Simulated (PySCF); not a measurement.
C₇H₈ClN.
SMILES with atom numbers: `[CH2:1]=[C:2]([CH3:3])/[CH:4]=[C:5](\[Cl:6])[CH2:7][C:8]#[N:9]` (hydrogens: H10, H11 on C1; H12, H13, H14 on C3; H15 on C4; H16, H17 on C7)

Structure used (PBE0-D3(BJ)/def2-SVP), in Å, numbered top down from 1:
```xyz
17
C7H8ClN angstrom
C     -2.3597   -0.6243   -0.3048
C     -1.4624    0.2157    0.2467
C     -1.8754    1.5723    0.7368
C     -0.0798   -0.2519    0.3419
C      1.0414    0.3090    0.8265
Cl     1.1500    1.8971    1.5154
C      2.3642   -0.4110    0.8341
C      3.3886    0.2449    0.0228
N      4.2097    0.7504   -0.6157
H     -2.0702   -1.6139   -0.6683
H     -3.4101   -0.3420   -0.4089
H     -2.9532    1.7190    0.5848
H     -1.3362    2.3713    0.2067
H     -1.6529    1.6993    1.8065
H      0.0735   -1.2600   -0.0580
H      2.2292   -1.4386    0.4640
H      2.7460   -0.4826    1.8673
```

Level: CAM-B3LYP/def2-SVPD in PySCF, non-relativistic, on one gas-phase PBE0-D3(BJ)/def2-SVP geometry that isn't relaxed in the solvent. The solvent is an IEF-PCM continuum (cavity from Bondi-type radii × 1.2). Only the electrostatic response of the medium enters.

Gas phase at CAM-B3LYP/def2-SVPD: HOMO -8.22 eV, LUMO -0.42 eV, dipole 4.55 D.

**Question.** What does the continuum do to the energy, the frontier levels and the dipole at CAM-B3LYP/def2-SVPD in chloroform and dichloromethane?

**Answer.** 
| solvent | ε | E(solvent) − E(gas) (kcal/mol) | polarisation term (kcal/mol) | distortion of the solute (kcal/mol) | HOMO (eV) | LUMO (eV) | dipole (D) |
| --- | --- | --- | --- | --- | --- | --- | --- |
| chloroform | 4.711 | -6.00 | -7.02 | 1.02 | -8.00 | -0.20 | 5.58 |
| dichloromethane | 8.93 | -7.23 | -8.73 | 1.50 | -7.97 | -0.16 | 5.80 |

The polarisation term is half the interaction of the solute with the surface charges that it induces; the rest is the cost of distorting the solute's density. The sum is the electrostatic part of solvation alone. From chloroform to dichloromethane the lowering changes by a factor 1.21, Onsager's factor (ε − 1)/(2ε + 1) by 1.18 and ε itself by 1.9.

**Question.** Which radius a makes the point-dipole formula ΔE = −[(ε − 1)/(2ε + 1)]·μ²/a³ give the value in dichloromethane, with the gas-phase dipole?

**Answer.** μ = 1.791 au and |ΔE| = 0.01153 Eh give a = 2.59 Å; the farthest nucleus lies 4.37 Å from the centroid of the nuclei, so such a sphere wouldn't even hold the nuclei. The formula assumes a rigid point dipole at the centre of a sphere.

**Question.** Give the dipole vector in the frame of the coordinates (D, pointing from negative to positive charge), gas and dichloromethane.

**Answer.** Gas (-3.45, -2.50, 1.59), solvent (-4.20, -3.48, 1.96). Its length changes by +27 % and its direction by 4°.

**Question.** How does the static polarisability (CAM-B3LYP/def2-SVPD, frozen core, with the continuum's full static response) change?

**Answer.** 
| medium | isotropic (au) | principal values (au) | ⟨r²⟩ of the electrons (bohr²) |
| --- | --- | --- | --- |
| gas | 107.2 | 74.9, 96.4, 150.3 | 1745.0 |
| chloroform | 134.8 | 94.1, 118.7, 191.6 | 1746.2 |
| dichloromethane | 141.3 | 99.6, 123.6, 200.7 | 1746.5 |

The isotropic value in dichloromethane is 1.32 times the gas-phase one; no cavity-field correction is applied. ⟨r²⟩ is taken about the centre of nuclear charge.

The run took about 80 s of CPU time (one thread, shared machine). This is the whole response run at CAM-B3LYP/def2-SVPD in dichloromethane, SCF included.
